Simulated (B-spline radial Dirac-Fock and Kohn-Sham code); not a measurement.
# Zr³⁺ 3p3/2: cross section and angular parameters

System: the Zr³⁺ ion in the configuration [Kr] 4d1; threshold 360.3 eV (orbital energy of the model). Level of theory: Dirac-Hartree-Slater photoionisation with a Latter tail; cross sections with all multipoles, angular parameters from the dipole term and its interference with E2; a radial atomic solver.

```tsv
hν (eV)	σ (kb)	β	γ	δ
1000	147	1.601	-0.025	0.002
1240	99.9	1.629	-0.012	0.003
1480	70.6	1.634	0.037	0.005
1486.9	70.0	1.634	0.039	0.005
1550	64.3	1.633	0.054	0.005
1600	?	?	?	?
2100	33.5	1.608	0.212	0.010
2150	31.8	1.605	0.227	0.010
2984.4	14.6	1.546	0.464	0.019
3350	11.0	1.518	0.559	0.023
3820	7.85	1.484	0.671	0.028
4750	4.41	1.418	0.866	0.040
5160	3.51	1.390	0.941	0.046
5910	2.41	1.342	1.065	0.057
6000	2.31	1.336	1.079	0.058
8047.8	0.990	1.220	1.344	0.088
10900	0.396	1.086	1.603	0.132
12000	0.294	1.042	1.679	0.149
```

Task: Give the values at 1600 eV.

Result: σ = 60.3 kb, β = 1.632, γ = 0.068, δ = 0.006.

Values without a named source are computed, but for edge energies of neutral atoms, which are taken from tables.
